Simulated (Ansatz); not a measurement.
Ansatz (a program for electronic structure) input (B3LYP-D3(BJ)/def2-TZVP):

Ansatz 0.2 input:
```yaml
crystal:
  periodic: [false, false, false]
  atoms:
    - {symbol: Ge, position_ang: [-0.11425781, -0.11431431, -0.00259867]}
    - {symbol: O, position_ang: [-1.29141525, -1.14940277, -0.07576992]}
    - {symbol: F, position_ang: [-0.04543137, 1.49978128, -0.54179956]}
    - {symbol: F, position_ang: [1.45301100, -0.29488293, 0.63970448]}
basis:
  gaussian:
    orbitals: def2-TZVP
hamiltonian:
  xc: b3lyp
  dispersion: d3bj
relax: {f_tol: 0.002, max_steps: 150}
```

Output:

```
Functional definition: B3LYP
integrals: 0.05 GiB planned
852 factors; their error is unknown
mean field: 0.51 GiB planned
mean field evaluation 1: about -63992.8000 eV, gradient 8.4e1 eV
mean field evaluation 2: about -63905.1150 eV, gradient 2.0e2 eV
mean field evaluation 4: about -64003.7822 eV, gradient 1.4e1 eV
mean field evaluation 8: about -64004.0360 eV, gradient 1.2e-1 eV
mean field evaluation 16: about -64004.2708 eV, gradient 3.7e-4 eV
mean field -64004.27080142 eV, -2352.1135682992 hartree, gradient 6.4e-5 eV, S^2 0.000000; 0 other end points of the search recorded, 0 dependent functions left out
the calculation of the forces begins
reference -64004.27097373 eV, -2352.1135746316 hartree; 29, 29 occupied and 112, 112 virtual orbitals, 852 factors
relax step   1: F+E_penalty+E_count = -64004.36441532 eV  Δ(F+E_penalty+E_count) = +0.000e0 eV  max|allowed force component| = 2.454e0 eV/Å  Δτ_max = 0.0000 Å  (29 SCF iters, accepted)
these checks for a lower state are left out or cut short: starts, cluster_reference, orbital_swaps, neighbouring_geometries, increment
integrals: 0.05 GiB planned
852 factors; their error is unknown
mean field: 0.51 GiB planned
mean field -64004.35071777 eV, -2352.1165051708 hartree, gradient 1.4e-5 eV, S^2 0.000000; 0 other end points of the search recorded, 0 dependent functions left out
the calculation of the forces begins
reference -64004.35089081 eV, -2352.1165115300 hartree; 29, 29 occupied and 112, 112 virtual orbitals, 852 factors
relax step   2: F+E_penalty+E_count = -64004.44391920 eV  Δ(F+E_penalty+E_count) = -7.950e-2 eV  max|allowed force component| = 9.219e-1 eV/Å  Δτ_max = 0.0269 Å  (31 SCF iters, accepted)
these checks for a lower state are left out or cut short: starts, cluster_reference, orbital_swaps, neighbouring_geometries, increment
integrals: 0.05 GiB planned
852 factors; their error is unknown
mean field: 0.51 GiB planned
mean field evaluation 32: about -64004.1864 eV, gradient 1.9e-5 eV
mean field -64004.18638929 eV, -2352.1104662108 hartree, gradient 1.9e-5 eV, S^2 0.000000; 0 other end points of the search recorded, 0 dependent functions left out
the calculation of the forces begins
reference -64004.18656461 eV, -2352.1104726536 hartree; 29, 29 occupied and 112, 112 virtual orbitals, 852 factors
relax step   3: F+E_penalty+E_count = -64004.27925268 eV  Δ(F+E_penalty+E_count) = +1.647e-1 eV  max|allowed force component| = 1.336e0 eV/Å  Δτ_max = 0.1949 Å  (37 SCF iters, rejected (line search))
these checks for a lower state are left out or cut short: starts, cluster_reference, orbital_swaps, neighbouring_geometries, increment
integrals: 0.05 GiB planned
852 factors; their error is unknown
mean field: 0.51 GiB planned
mean field -64004.36672820 eV, -2352.1170935433 hartree, gradient 1.4e-5 eV, S^2 0.000000; 0 other end points of the search recorded, 0 dependent functions left out
the calculation of the forces begins
reference -64004.36690178 eV, -2352.1170999224 hartree; 29, 29 occupied and 112, 112 virtual orbitals, 852 factors
relax step   4: F+E_penalty+E_count = -64004.45964174 eV  Δ(F+E_penalty+E_count) = -1.572e-2 eV  max|allowed force component| = 2.416e-2 eV/Å  Δτ_max = 0.0168 Å  (32 SCF iters, accepted)
these checks for a lower state are left out or cut short: starts, cluster_reference, orbital_swaps, neighbouring_geometries, increment
integrals: 0.05 GiB planned
852 factors; their error is unknown
mean field: 0.51 GiB planned
mean field -64004.36676095 eV, -2352.1170947471 hartree, gradient 1.4e-5 eV, S^2 0.000000; 0 other end points of the search recorded, 0 dependent functions left out
the calculation of the forces begins
reference -64004.36693457 eV, -2352.1171011275 hartree; 29, 29 occupied and 112, 112 virtual orbitals, 852 factors
relax step   5: F+E_penalty+E_count = -64004.45966562 eV  Δ(F+E_penalty+E_count) = -2.388e-5 eV  max|allowed force component| = 5.635e-3 eV/Å  Δτ_max = 0.0015 Å  (34 SCF iters, accepted)
these checks for a lower state are left out or cut short: starts, cluster_reference, orbital_swaps, neighbouring_geometries, increment
integrals: 0.05 GiB planned
852 factors; their error is unknown
mean field: 0.51 GiB planned
mean field -64004.36676266 eV, -2352.1170948097 hartree, gradient 1.9e-5 eV, S^2 0.000000; 0 other end points of the search recorded, 0 dependent functions left out
the calculation of the forces begins
reference -64004.36693627 eV, -2352.1171011899 hartree; 29, 29 occupied and 112, 112 virtual orbitals, 852 factors
relax step   6: F+E_penalty+E_count = -64004.45966623 eV  Δ(F+E_penalty+E_count) = -6.107e-7 eV  max|allowed force component| = 2.800e-4 eV/Å  Δτ_max = 0.0002 Å  (20 SCF iters, accepted)
integrals: 0.05 GiB planned
852 factors; their error is unknown
mean field: 0.51 GiB planned
mean field evaluation 64: about -64004.3667 eV, gradient 1.2e-1 eV
mean field -64004.36676266 eV, -2352.1170948097 hartree, gradient 1.9e-5 eV, S^2 0.000000; 1 other end points of the search recorded, 0 dependent functions left out
the calculation of the forces begins
reference -64004.36693627 eV, -2352.1171011899 hartree; 29, 29 occupied and 112, 112 virtual orbitals, 852 factors
Total energy: -64004.45983985 eV, -2352.1205153333 hartree
Atom 0 at    -0.102149    -0.104736    -0.001551 Å, force    -0.000134    -0.000219     0.000022 eV/Å
Atom 1 at    -1.324771    -1.177366    -0.078209 Å, force     0.000039     0.000061    -0.000005 eV/Å
Atom 2 at    -0.043808     1.518597    -0.547794 Å, force    -0.000105     0.000280    -0.000135 eV/Å
Atom 3 at     1.472635    -0.295313     0.647091 Å, force     0.000201    -0.000122     0.000119 eV/Å
Dipole moment:     0.222149     0.194903     0.013927 e Å
```
